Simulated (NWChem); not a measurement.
Everything below was run with NWChem. System: C2H3AlCl2, charge 0, spin multiplicity 1, at a geometry optimised with B3LYP/def2-SVP. The structure started from a generated list of species. Level: LDA (SVWN5)/def2-TZVP.

Part of the output:

```
             Northwest Computational Chemistry Package (NWChem) 7.3.0
             --------------------------------------------------------

                                NWChem Input Module
                                -------------------

 Scaling coordinates for geometry "geometry" by  1.889725989
 (inverse scale =  0.529177249)

 Turning off AUTOSYM since
 SYMMETRY directive was detected!

                             Geometry "geometry" -> ""
                             -------------------------

 Output coordinates in angstroms (scale by  1.889725989 to convert to a.u.)

  No.       Tag          Charge          X              Y              Z
 ---- ---------------- ---------- -------------- -------------- --------------
    1 Al                  13.0000    -0.05386700    -0.14930900     0.00000000
    2 Cl                  17.0000    -1.83112200    -1.27460400     0.00000000
    3 Cl                  17.0000    -0.21382100     1.95110000     0.00000000
    4 C                    6.0000     1.68394800    -0.98575300     0.00000000
    5 C                    6.0000     2.82462000    -0.27309000     0.00000000
    6 H                    1.0000     1.77150600    -2.08120600     0.00000000
    7 H                    1.0000     3.81385000    -0.74872500     0.00000000
    8 H                    1.0000     2.82752100     0.82357000     0.00000000

 Effective nuclear repulsion energy (a.u.)     292.6511770368

            Nuclear Dipole moment (a.u.)
            ----------------------------
        X                 Y               Z
 ---------------- ---------------- ----------------
    -0.0000321253    -0.0000075589     0.0000000000

      Symmetry information
      --------------------

 Group name             Cs
 Group number              2
 Group order               2
 No. of unique centers     8

      Symmetry unique atoms

     1    2    3    4    5    6    7    8


 Summary of "ao basis" -> "" (spherical)
 ------------------------------------------------------------------------------
       Tag                 Description            Shells   Functions and Types
 ---------------- ------------------------------  ------  ---------------------
 *                         def2-tzvp                  on all atoms

                                 NWChem DFT Module
                                 -----------------

 Summary of "ao basis" -> "ao basis" (spherical)
 ------------------------------------------------------------------------------
[...]
 Vector   30  Occ=2.000000D+00  E=-2.802134D-01  Symmetry=a'
              MO Center=  9.4D-01, -5.6D-01, -1.6D-13, r^2= 4.8D+00
   Bfn.  Coefficient  Atom+Function         Bfn.  Coefficient  Atom+Function
  ----- ------------  ---------------      ----- ------------  ---------------
   117      0.217710  4 C  px                52      0.215549  2 Cl px
     4     -0.191437  1 Al s                 15     -0.174556  1 Al px
   120      0.170637  4 C  px               118     -0.153285  4 C  py
    55      0.145609  2 Cl px               181     -0.144418  7 H  s
    90     -0.138034  3 Cl py               175      0.130388  6 H  s

 Vector   31  Occ=2.000000D+00  E=-2.792396D-01  Symmetry=a"
              MO Center=  2.0D+00, -5.2D-01,  1.7D-13, r^2= 2.4D+00
   Bfn.  Coefficient  Atom+Function         Bfn.  Coefficient  Atom+Function
  ----- ------------  ---------------      ----- ------------  ---------------
   119      0.283970  4 C  pz               150      0.283336  5 C  pz
   122      0.240377  4 C  pz               153      0.241435  5 C  pz
   156      0.149992  5 C  pz               125      0.144896  4 C  pz
    91     -0.120627  3 Cl pz                94     -0.082063  3 Cl pz
    54     -0.077356  2 Cl pz                88     -0.059617  3 Cl pz

 Vector   32  Occ=0.000000D+00  E=-1.034384D-01  Symmetry=a"
              MO Center=  1.3D+00, -4.0D-01,  6.5D-15, r^2= 4.4D+00
   Bfn.  Coefficient  Atom+Function         Bfn.  Coefficient  Atom+Function
  ----- ------------  ---------------      ----- ------------  ---------------
   156     -0.384071  5 C  pz                17      0.379574  1 Al pz
    20      0.332184  1 Al pz               150     -0.279989  5 C  pz
   125      0.277540  4 C  pz               153     -0.243753  5 C  pz
   119      0.158318  4 C  pz                57     -0.141046  2 Cl pz
   122      0.140715  4 C  pz                94     -0.124800  3 Cl pz

 Vector   33  Occ=0.000000D+00  E=-5.933015D-02  Symmetry=a'
              MO Center= -1.7D-01, -3.3D-02, -1.8D-14, r^2= 4.7D+00
   Bfn.  Coefficient  Atom+Function         Bfn.  Coefficient  Atom+Function
  ----- ------------  ---------------      ----- ------------  ---------------
     5      1.344870  1 Al s                116     -0.458047  4 C  s
     4      0.436332  1 Al s                123      0.347948  4 C  px
    79     -0.321349  3 Cl s                 42     -0.294169  2 Cl s
    93      0.289217  3 Cl py                 3     -0.229448  1 Al s
    55     -0.220821  2 Cl px                90      0.187111  3 Cl py

 Vector   34  Occ=0.000000D+00  E=-3.043494D-02  Symmetry=a"
              MO Center=  7.8D-01, -2.1D-01,  1.0D-14, r^2= 5.2D+00
   Bfn.  Coefficient  Atom+Function         Bfn.  Coefficient  Atom+Function
  ----- ------------  ---------------      ----- ------------  ---------------
    20      0.634019  1 Al pz               125     -0.510709  4 C  pz
   156      0.398647  5 C  pz                17      0.392959  1 Al pz
   119     -0.281434  4 C  pz               122     -0.243461  4 C  pz
    94     -0.207743  3 Cl pz                57     -0.178128  2 Cl pz
   150      0.164992  5 C  pz               153      0.141248  5 C  pz

 center of mass
 --------------
 x =  -0.15827970 y =   0.03810966 z =   0.00000000

 moments of inertia (a.u.)
 ------------------
         745.104163043599        -121.526490471005           0.000000000000
        -121.526490471005         977.428040523522           0.000000000000
           0.000000000000           0.000000000000        1722.532203567121

     Multipole analysis of the density
     ---------------------------------

     L   x y z        total         alpha         beta         nuclear
     -   - - -        -----         -----         ----         -------
     0   0 0 0     -0.000000    -31.000000    -31.000000     62.000000

     1   1 0 0      0.822555      0.411294      0.411294     -0.000032
     1   0 1 0     -0.309121     -0.154556     -0.154556     -0.000008
     1   0 0 1     -0.000000     -0.000000     -0.000000      0.000000

     2   2 0 0    -35.969750   -282.921419   -282.921419    529.873088
     2   1 1 0     -1.091428    -25.343021    -25.343021     49.594614
     2   1 0 1     -0.000000     -0.000000     -0.000000      0.000000
     2   0 2 0    -38.610968   -205.843101   -205.843101    373.075234
     2   0 1 1      0.000000      0.000000      0.000000      0.000000
     2   0 0 2    -36.697000    -18.348500    -18.348500      0.000000

 Task  times  cpu:       23.0s     wall:       23.0s

 Total times  cpu:       23.0s     wall:       23.0s
```

Problem. Write an NWChem input that would produce this output.

Solution. This is not unique; one that fits is 
```
start mol
memory heap 200 mb stack 800 mb global 1000 mb
geometry units angstroms nocenter noautoz
  Al    -0.053867    -0.149309     0.000000
  Cl    -1.831122    -1.274604     0.000000
  Cl    -0.213821     1.951100     0.000000
  C      1.683948    -0.985753     0.000000
  C      2.824620    -0.273090     0.000000
  H      1.771506    -2.081206     0.000000
  H      3.813850    -0.748725     0.000000
  H      2.827521     0.823570     0.000000
  symmetry group Cs
end
basis spherical
  * library def2-tzvp
end
dft
  xc slater vwn_5
  semidirect memsize 60000000 filesize 0
  iterations 100
end
task dft energy
```
